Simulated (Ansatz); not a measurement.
`BCB(O)F` + CH₃OH → `BCOC` + `OBF`  (substitution at a C–B bond)

Calculated with Ansatz (gas phase, PBE0-D4/def2-TZVP geometries, no zero-point term in ΔE). CCSD(T)/CBS is the MP2 limit (def2-TZVPP, def2-QZVPP) plus CCSD(T) − MP2 in def2-TZVPP, frozen cores. This one scheme is used for every species. Functionals use def2-TZVPP. Each species was taken in one conformer, which may not be the lowest.

```json
{"level": "PBE-D4", "ΔE (kcal/mol)": "22.5"}
{"level": "revPBE", "ΔE (kcal/mol)": "22.3"}
{"level": "MP2/def2-TZVPP", "ΔE (kcal/mol)": "23.8"}
{"level": "SCS-MP2/def2-TZVPP", "ΔE (kcal/mol)": "22.2"}
```

Problem. What does CCSD(T)/CBS give? (An estimate is asked.)

Solution. Computed: +23.4 kcal/mol. The listed levels differ from it by -0.9, -1.1, 0.4, -1.2 kcal/mol.

Largest T1 diagnostic among the species: 0.013.

From BLYP to BHLYP (50 % exact exchange), in def2-TZVPP and without D4, ΔE moves by +1.2 kcal/mol. At CCSD(T), def2-SVP lies −2.6 kcal/mol from the extrapolated value and def2-TZVPP −0.6 kcal/mol.
